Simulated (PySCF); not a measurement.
Spinor energies of Ne²⁺ (neon, charge +2)

Start: [He] 2s2 2p4; 2p1/2 filled at m_j = +1/2; 2p3/2 filled at m_j = -1/2, +1/2, +3/2. Calculated with PySCF 2.14 in x2c-TZVPall-2c with one added diffuse shell each of s, p, d type (6s4p3d1f, 40 functions): generalised Hartree-Fock with the X2C-1e Hamiltonian and a Gaussian nucleus; one run each with spin-orbit coupling (SO) switched off, then screened by Boettger's factors. This is a chosen level, not necessarily the ground level.

```csv
spinor shell,electrons,"ε, spin-free (eV)","ε, screened SO (eV)",weight of nominal j (screened SO),"rms radius, screened SO (bohr)"
1s1/2,2,-943.39,-943.38,1.000,0.182
2s1/2,2,-92.957,-92.952,1.000,0.905
2p3/2,3,-68.552,-70.093,0.660,0.894
2p1/2,1,-68.552,-63.949,0.662,0.926
```

```json
{"quantity": "E (hartree)", "spin-free": "-126.50966", "screened SO": "-126.51117"}
{"quantity": "M_J", "spin-free": "2", "screened SO": "2"}
{"quantity": "⟨J²⟩", "spin-free": "6.004", "screened SO": "6.005"}
{"quantity": "⟨L²⟩", "spin-free": "2.002", "screened SO": "2.003"}
{"quantity": "⟨S²⟩", "spin-free": "2.003", "screened SO": "2.002"}
```

Each row is a mean over spinors that exchange with the open shell spreads, by up to 12.781 eV (2s1/2).

Rows whose weight is well below 1 are mixtures of j = l ± 1/2: exchange outweighs spin-orbit coupling there, and the label is only the starting occupation.

Without spin-orbit coupling the j labels of p, d and f shells carry no meaning; the spin-free column gives the mean over the occupied spinors of each nl shell.
